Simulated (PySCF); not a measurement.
Copper: a sound run and one with changed settings

Sound run: Cu [Ar] 3d10 4s1, Cu⁺ [Ar] 3d10. All numbers are calculated (PySCF 2.14, the spin-free X2C one-electron Hamiltonian (Gaussian nucleus), in x2c-SVPall). In the sound run the correlated levels freeze [Ar]. The sound run starts from symmetry-adapted Hartree-Fock orbitals and uses a fine grid where one is needed.

Changed run: no relativity, point nucleus. This setting is unsound on purpose.

| species | method | sound run (hartree) | changed run (hartree) | converged |
| --- | --- | --- | --- | --- |
| Cu | UHF | -1652.84070 | -1633.85979 | yes |
| Cu | MN15 | -1655.43636 | -1636.46020 | yes |
| Cu | M06-2X | -1654.45406 | -1635.47354 | yes |
| Cu | MP2 | -1653.13723 | -1634.15521 | yes |
| Cu | CCSD(T) | -1653.11673 | -1634.13475 | yes |
| Cu⁺ | UHF | -1652.59959 | -1633.62702 | yes |
| Cu⁺ | MN15 | -1655.15069 | -1636.18624 | yes |
| Cu⁺ | M06-2X | -1654.17019 | -1635.19987 | yes |
| Cu⁺ | MP2 | -1652.87451 | -1633.90178 | yes |
| Cu⁺ | CCSD(T) | -1652.85268 | -1633.87994 | yes |

Ionisation energy of Cu:

```csv
method,sound run (eV),changed run (eV)
UHF,6.561,6.334
MN15,7.774,7.455
M06-2X,7.725,7.447
MP2,7.149,6.896
SCS-MP2,7.070,6.819
CCSD,7.080,6.833
CCSD(T),7.185,6.934
```

Most of the change in total energy is the relativistic energy itself. On top of that the contraction fixes the core shape for the Hamiltonian it was made with, so the changed run is not a good calculation with the other Hamiltonian either.

For comparison, NIST gives 7.726 eV between the lowest levels.
